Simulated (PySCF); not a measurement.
Estimate the missing entries of this data sheet.

Compound: C5H7NS.
Atom-mapped SMILES: `[N:1]#[C:2][C@@H:3]1[CH2:4][CH2:5][S:6][CH2:7]1` (hydrogens: H8 on C3; H9, H10 on C4; H11, H12 on C5; H13, H14 on C7)

Geometry (GFN2-xTB, Å), atoms numbered from 1 in this order:
```
atom  x, y, z in Å
N1    -2.7075   -1.7088   -0.0237
C2    -1.8068   -1.0328   -0.2163
C3    -0.6613   -0.1855   -0.4392
C4     0.6307   -0.8174    0.0947
C5     1.6929    0.2618   -0.0189
S6     0.8760    1.8420    0.4278
C7    -0.8114    1.1432    0.3010
H8    -0.5643   -0.0046   -1.5166
H9     0.4885   -1.1015    1.1398
H10    0.9098   -1.7056   -0.4733
H11    2.5305    0.1044    0.6568
H12    2.0645    0.3570   -1.0399
H13   -1.4451    1.8542   -0.2252
H14   -1.1970    0.9932    1.3107
```

```csv
property,level,value
point group of the GFN2-xTB geometry,GFN2-xTB,C1
"rotational constants A, B, C of the GFN2-xTB geometry",GFN2-xTB,?
dipole moment,PBE0/def2-SVPD,2.96 D
HOMO energy,PBE0/def2-SVPD,-6.75 eV
LUMO energy,PBE0/def2-SVPD,?
lowest singlet excitation,TDDFT PBE0/def2-SVPD,?
strongest line among the 6 lowest singlet transitions,TDDFT PBE0/def2-SVPD,?
lowest triplet excitation (Tamm–Dancoff),TDA PBE0/def2-SVPD,4.61 eV
static isotropic polarisability,PBE0/def2-SVPD,79.1 au
electronic spatial extent ⟨r²⟩ about the centre of nuclear charge,PBE0/def2-SVPD,958 bohr²
13C chemical shifts (computed TMS as zero) by class,GIAO PBE0/pcSseg-1,?
1H chemical shifts (computed TMS as zero) by class,GIAO PBE0/pcSseg-1,"3.10 (H13), 3.05 (H14), 3.01 (H12), 2.93 (H11), 2.43 (H8), 2.35 (H10), 1.87 (H9) ppm"
"isotropic shieldings of nuclei other than C and H, by class",GIAO PBE0/pcSseg-1,?
```

The electronic properties come from PySCF, for the isolated species, density fitting.

Question: What are the isotropic shieldings of nuclei other than C and H, by class?

Answer: -33 (N1), 515 (S6) ppm.

Question: Give the lowest singlet excitation.

Answer: 5.09 eV (244 nm, f = 0.000).

Question: What is the strongest line among the 6 lowest singlet transitions?

Answer: S4 at 6.45 eV (192 nm, f = 0.023).

Question: What are the 13C chemical shifts (computed TMS as zero) by class?

Answer: 124.0 (C2), 40.3 (C7), 40.0 (C4), 36.4 (C5), 32.6 (C3) ppm.

Question: What are the rotational constants A, B, C of the GFN2-xTB geometry?

Answer: 5.422, 1.426, 1.188 GHz.

Question: Give the LUMO energy.

Answer: -0.06 eV.

The polarisability is 11.73 Å³ as a volume (1 au = 0.148185 Å³), or 1.32 au for each of the 60 electrons. With B = h/(8π²I), that is 505.379 GHz u Å² over I, the principal moments of inertia are 93.2, 354.4 and 425.5 u Å² (most abundant isotopes); the inertial defect Ic − Ia − Ib is -22.1 u Å² (zero for a rigid planar frame, negative otherwise). The vertical singlet–triplet gap S1 − T1 is 0.48 eV (TDDFT singlet less Tamm–Dancoff triplet; S1: HOMO→LUMO, weight 0.93; T1: HOMO→LUMO, weight 0.88). The largest Löwdin shares of the HOMO are 0.70 on S6, 0.10 on C7 and 0.10 on C5. The 6 singlets span 5.09 to 6.82 eV, and their oscillator strengths add up to 0.06. The principal polarisabilities are 63.0, 75.9 and 98.6 au; their mean is the isotropic value.

One conformer stands for the species.
